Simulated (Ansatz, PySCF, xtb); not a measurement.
Energy difference 0.25 R1 + 0.75 R2 → P1, each structure at its B3LYP-D3(BJ)/def2-TZVP stationary point, reached from a drawn start (curvature not checked).
P1: CH3F (SMILES CF), charge 0, multiplicity 1.
R1, CF4 (SMILES FC(F)(F)F) (charge 0, multiplicity 1, Z-matrix in Å and degrees):
```
C
F 1 1.3260
F 1 1.3260 2 109.47
F 1 1.3260 2 109.47 3 -120.00
F 1 1.3260 2 109.47 4 -120.00
```
R2: CH4 (SMILES C), charge 0, multiplicity 1.

| level | reaction energy (kcal/mol) | minus CCSD(T)/cc-pVQZ |
|---|---|---|
| GFN1-xTB | 6.14 | -6.18 |
| GFN2-xTB | 5.03 | -7.29 |
| HF/cc-pVDZ | 12.66 | 0.34 |
| HF/cc-pVQZ | 11.55 | -0.77 |
| PBE/def2-TZVPP | 12.26 | -0.06 |
| BLYP-D3(BJ)/def2-TZVPP | 10.77 | -1.55 |
| BLYP-D4/def2-TZVPP | 10.93 | -1.39 |
| revPBE/def2-TZVPP | 11.59 | -0.73 |
| revPBE-D4/def2-TZVPP | 11.99 | -0.33 |
| B97M-V/def2-TZVPP | 13.63 | 1.31 |
| MP2/cc-pVQZ | 12.66 | 0.34 |
| CCSD/cc-pVQZ | 12.09 | -0.23 |
| CCSD(T)/cc-pVDZ | 14.66 | 2.34 |
| CCSD(T)/cc-pVQZ | 12.32 | 0.00 |

 The comparison column counts from a level with limits of its own.

P less R. No zero-point or thermal terms.

Frozen-core correlation throughout.

Run with Ansatz (Gaussian basis) for Hartree–Fock, density functionals and correlated methods; PySCF for the D3/D4 terms; xtb for the GFN methods. All values are computed, each at the level named.

Ansatz is a first-principles code.
